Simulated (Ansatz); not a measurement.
Ansatz (a first-principles code) input (B3LYP-D3(BJ)/def2-TZVP):

Ansatz 0.2 input:
```yaml
crystal:
  periodic: [false, false, false]
  atoms:
    - {symbol: In, position_ang: [-0.00000000, -0.00000000, -0.62875443]}
    - {symbol: Cl, position_ang: [0.00000000, 0.00000000, 1.81229218]}
basis:
  gaussian:
    orbitals: def2-TZVP
hamiltonian:
  xc: b3lyp
  dispersion: d3bj
phonons: {temperatures: {t_min: 298.15, t_max: 298.15, t_step: 100}}
```

Output:

```
Functional definition: B3LYP
integrals: 0.02 GiB planned
728 factors; their error is unknown
mean field: 0.23 GiB planned
mean field evaluation 1: about -17700.0934 eV, gradient 2.1e1 eV
mean field evaluation 2: about -17695.4644 eV, gradient 4.6e1 eV
mean field evaluation 4: about -17701.4349 eV, gradient 1.5e0 eV
mean field evaluation 8: about -17701.5139 eV, gradient 4.9e-2 eV
mean field -17701.51390695 eV, -650.5186375635 hartree, gradient 1.3e-5 eV, S^2 0.000000; 0 other end points of the search recorded, 0 dependent functions left out
the calculation of the forces begins
reference -17701.51410586 eV, -650.5186448730 hartree; 19, 19 occupied and 68, 68 virtual orbitals, 728 factors
these checks for a lower state are left out or cut short: stability, starts, cluster_reference, orbital_swaps, neighbouring_geometries, increment
integrals: 0.02 GiB planned
728 factors; their error is unknown
mean field: 0.23 GiB planned
mean field evaluation 16: about -17701.4407 eV, gradient 1.7e-1 eV
mean field -17701.51390696 eV, -650.5186375637 hartree, gradient 6.1e-7 eV, S^2 0.000000; 0 other end points of the search recorded, 0 dependent functions left out
the calculation of the forces begins
reference -17701.51410586 eV, -650.5186448732 hartree; 19, 19 occupied and 68, 68 virtual orbitals, 728 factors
these checks for a lower state are left out or cut short: stability, starts, cluster_reference, orbital_swaps, neighbouring_geometries, increment
integrals: 0.02 GiB planned
728 factors; their error is unknown
mean field: 0.23 GiB planned
mean field -17701.51390696 eV, -650.5186375637 hartree, gradient 6.1e-7 eV, S^2 0.000000; 0 other end points of the search recorded, 0 dependent functions left out
the calculation of the forces begins
reference -17701.51410586 eV, -650.5186448732 hartree; 19, 19 occupied and 68, 68 virtual orbitals, 728 factors
these checks for a lower state are left out or cut short: stability, starts, cluster_reference, orbital_swaps, neighbouring_geometries, increment
integrals: 0.02 GiB planned
728 factors; their error is unknown
mean field: 0.23 GiB planned
mean field evaluation 32: about -17701.4407 eV, gradient 1.7e-1 eV
mean field -17701.51390696 eV, -650.5186375637 hartree, gradient 6.1e-7 eV, S^2 0.000000; 0 other end points of the search recorded, 0 dependent functions left out
the calculation of the forces begins
reference -17701.51410586 eV, -650.5186448732 hartree; 19, 19 occupied and 68, 68 virtual orbitals, 728 factors
these checks for a lower state are left out or cut short: stability, starts, cluster_reference, orbital_swaps, neighbouring_geometries, increment
integrals: 0.02 GiB planned
728 factors; their error is unknown
mean field: 0.23 GiB planned
mean field -17701.51390696 eV, -650.5186375637 hartree, gradient 6.1e-7 eV, S^2 0.000000; 0 other end points of the search recorded, 0 dependent functions left out
the calculation of the forces begins
reference -17701.51410586 eV, -650.5186448732 hartree; 19, 19 occupied and 68, 68 virtual orbitals, 728 factors
these checks for a lower state are left out or cut short: stability, starts, cluster_reference, orbital_swaps, neighbouring_geometries, increment
integrals: 0.02 GiB planned
728 factors; their error is unknown
mean field: 0.23 GiB planned
mean field -17701.51386858 eV, -650.5186361534 hartree, gradient 6.2e-7 eV, S^2 0.000000; 0 other end points of the search recorded, 0 dependent functions left out
the calculation of the forces begins
reference -17701.51406744 eV, -650.5186434612 hartree; 19, 19 occupied and 68, 68 virtual orbitals, 728 factors
these checks for a lower state are left out or cut short: stability, starts, cluster_reference, orbital_swaps, neighbouring_geometries, increment
integrals: 0.02 GiB planned
728 factors; their error is unknown
mean field: 0.23 GiB planned
mean field -17701.51388916 eV, -650.5186369095 hartree, gradient 6.1e-7 eV, S^2 0.000000; 0 other end points of the search recorded, 0 dependent functions left out
the calculation of the forces begins
reference -17701.51408810 eV, -650.5186442206 hartree; 19, 19 occupied and 68, 68 virtual orbitals, 728 factors
these checks for a lower state are left out or cut short: stability, starts, cluster_reference, orbital_swaps, neighbouring_geometries, increment
integrals: 0.02 GiB planned
728 factors; their error is unknown
mean field: 0.23 GiB planned
mean field evaluation 64: about -17701.4407 eV, gradient 1.7e-1 eV
mean field -17701.51390696 eV, -650.5186375637 hartree, gradient 6.1e-7 eV, S^2 0.000000; 0 other end points of the search recorded, 0 dependent functions left out
the calculation of the forces begins
reference -17701.51410586 eV, -650.5186448732 hartree; 19, 19 occupied and 68, 68 virtual orbitals, 728 factors
these checks for a lower state are left out or cut short: stability, starts, cluster_reference, orbital_swaps, neighbouring_geometries, increment
integrals: 0.02 GiB planned
728 factors; their error is unknown
mean field: 0.23 GiB planned
mean field -17701.51390696 eV, -650.5186375637 hartree, gradient 6.1e-7 eV, S^2 0.000000; 0 other end points of the search recorded, 0 dependent functions left out
the calculation of the forces begins
reference -17701.51410586 eV, -650.5186448732 hartree; 19, 19 occupied and 68, 68 virtual orbitals, 728 factors
these checks for a lower state are left out or cut short: stability, starts, cluster_reference, orbital_swaps, neighbouring_geometries, increment
integrals: 0.02 GiB planned
728 factors; their error is unknown
mean field: 0.23 GiB planned
mean field -17701.51390696 eV, -650.5186375637 hartree, gradient 6.1e-7 eV, S^2 0.000000; 0 other end points of the search recorded, 0 dependent functions left out
the calculation of the forces begins
reference -17701.51410586 eV, -650.5186448732 hartree; 19, 19 occupied and 68, 68 virtual orbitals, 728 factors
these checks for a lower state are left out or cut short: stability, starts, cluster_reference, orbital_swaps, neighbouring_geometries, increment
integrals: 0.02 GiB planned
728 factors; their error is unknown
mean field: 0.23 GiB planned
mean field -17701.51390696 eV, -650.5186375637 hartree, gradient 6.1e-7 eV, S^2 0.000000; 0 other end points of the search recorded, 0 dependent functions left out
the calculation of the forces begins
reference -17701.51410586 eV, -650.5186448732 hartree; 19, 19 occupied and 68, 68 virtual orbitals, 728 factors
these checks for a lower state are left out or cut short: stability, starts, cluster_reference, orbital_swaps, neighbouring_geometries, increment
integrals: 0.02 GiB planned
728 factors; their error is unknown
mean field: 0.23 GiB planned
mean field evaluation 96: about -17701.4406 eV, gradient 2.6e-1 eV
mean field -17701.51388916 eV, -650.5186369095 hartree, gradient 6.1e-7 eV, S^2 0.000000; 0 other end points of the search recorded, 0 dependent functions left out
the calculation of the forces begins
reference -17701.51408810 eV, -650.5186442206 hartree; 19, 19 occupied and 68, 68 virtual orbitals, 728 factors
these checks for a lower state are left out or cut short: stability, starts, cluster_reference, orbital_swaps, neighbouring_geometries, increment
integrals: 0.02 GiB planned
728 factors; their error is unknown
mean field: 0.23 GiB planned
mean field -17701.51386858 eV, -650.5186361534 hartree, gradient 6.2e-7 eV, S^2 0.000000; 0 other end points of the search recorded, 0 dependent functions left out
the calculation of the forces begins
reference -17701.51406744 eV, -650.5186434612 hartree; 19, 19 occupied and 68, 68 virtual orbitals, 728 factors
Total energy: -17701.59794932 eV, -650.5217260634 hartree
Atom 0 at    -0.000000    -0.000000    -0.628754 Å, force     0.000000     0.000000    -0.000004 eV/Å
Atom 1 at     0.000000     0.000000     1.812292 Å, force    -0.000000    -0.000000     0.000004 eV/Å
Dipole moment:     0.000000    -0.000000    -0.765656 e Å
Vibrations: 300.55 cm⁻¹, zero-point energy 0.018632 eV
```
